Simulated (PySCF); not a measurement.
# Frontier orbitals and the lowest excitations

Compound: bromotrifluorosilane, BrF3Si.
Numbering: `[F:1][Si:2]([F:3])([F:4])[Br:5]`

Structure used (PBE0-D3(BJ)/def2-SVP), in Å, numbered top down from 1:
```
atom  x, y, z in Å
F1    -0.7287    1.4520   -0.1295
Si2   -0.0916   -0.0040   -0.0102
F3    -0.6585   -0.6947    1.3096
F4    -0.5729   -0.8581   -1.2665
Br5    2.0689    0.1105    0.0622
```

Level of theory: TDDFT B3LYP/def2-SVPD, vertical, gas phase, core orbitals frozen in the response (PySCF 2.14.0, density-fitted response routines). The B3LYP/def2-SVPD calculation is non-relativistic and has no spin–orbit coupling, an omission that weighs most on bromine.

Frontier orbitals with the atoms that hold most of them (Löwdin shares over 4%, at most four atoms; ? is withheld):

| orbital | ε (eV) | atoms |
| --- | --- | --- |
| LUMO+2 | 0.80 | Br5 37%, Si2 26%, F3 13%, F1 12% |
| LUMO+1 | 0.59 | Br5 47%, Si2 30%, F3 8%, F1 8% |
| LUMO | -1.07 | ? |
| HOMO | -9.45 | Br5 88%, Si2 7% |
| HOMO-1 | -9.45 | Br5 88%, Si2 7% |
| HOMO-2 | -11.61 | Br5 56%, Si2 14%, F3 10%, F1 10% |
| HOMO-3 | -12.39 | F4 34%, F1 33%, F3 33% |

Give the leading atoms of the LUMO.

Br5 (bonded to Si) 39%; Si2 (bonded to Br and 3 F) 36%; F4 (bonded to Si) 8%; F1 (bonded to Si) 8%. By element: bromine 39%, silicon 36%, fluorine 17% or more.

Within 0.005 eV of a neighbour in this list lie HOMO-1/HOMO (point group found: C3v); within a degenerate set the shares of single atoms can hang on how the components are chosen.

The HOMO–LUMO gap is 8.38 eV. Where does the response calculation put the lowest singlet, and from which orbitals?

S1 is at 7.25 eV (f = 0.028), 1.13 eV below the gap, made of HOMO-1/HOMO→LUMO (98%). S1/S2 lie within about 0.01 eV of each other. Without the coupling terms of the response equations the lowest excitation would equal the gap.

Next come S2 at 7.25 eV (f 0.028), HOMO-1/HOMO→LUMO (98%); S3 at 8.95 eV (f 0.0001), HOMO-1/HOMO→LUMO+2 (≥60%), HOMO-1/HOMO→LUMO+3 (≥36%); S4 at 8.99 eV (f 0.012), HOMO-1/HOMO→LUMO+1 (≥38%), HOMO-1/HOMO→LUMO+2 (≥18%), HOMO-1/HOMO→LUMO+3 (≥16%); S5 at 9.00 eV (f 0.011), HOMO-1/HOMO→LUMO+1 (≥34%), HOMO-1/HOMO→LUMO+3 (≥25%), HOMO-1/HOMO→LUMO+2 (≥11%).

Orbitals of the list HOMO-3 to LUMO+2 that lie within 0.01 eV of each other are written together with a slash and their weights summed (≥ marks a lower bound); for degenerate orbitals outside that list single weights are arbitrary.

Löwdin shares depend on the basis, the more so with diffuse functions.
